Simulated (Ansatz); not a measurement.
Mulliken charges of H₃NOSSiZn (`O[SiH]1[NH][Zn][S]1`) from r2SCAN/def2-TZVPP in Ansatz (PBE0-D4/def2-TZVP geometry).

```tsv
atom	x (Å)	y (Å)	z (Å)	charge (e)
O1	-0.200	0.550	1.698	-0.405
Si2	0.299	0.436	0.138	0.702
N3	0.369	-1.149	-0.530	-0.465
Zn4	-0.811	-0.700	-1.893	0.385
S5	-1.108	1.379	-1.247	-0.445
H6	-1.081	0.223	1.889	0.197
H7	1.585	1.168	0.155	-0.101
H8	0.947	-1.907	-0.211	0.132
```

By hand: the dipole of these point charges (1 e Å = 4.8032 D).

Σ q r = (0.052, -0.591, -0.190) e Å, of length 0.623 e Å = 2.99 D.

How does the dipole of the full density compare? (Estimate.)

The calculation gave: (-0.226, -0.825, -0.446) e Å, 4.63 D; the point charges give 0.65 times that, at 21° from its direction.

Point charges leave out the atoms' own dipoles, such as those of lone pairs, and Mulliken's split depends on the basis, so the two needn't agree.
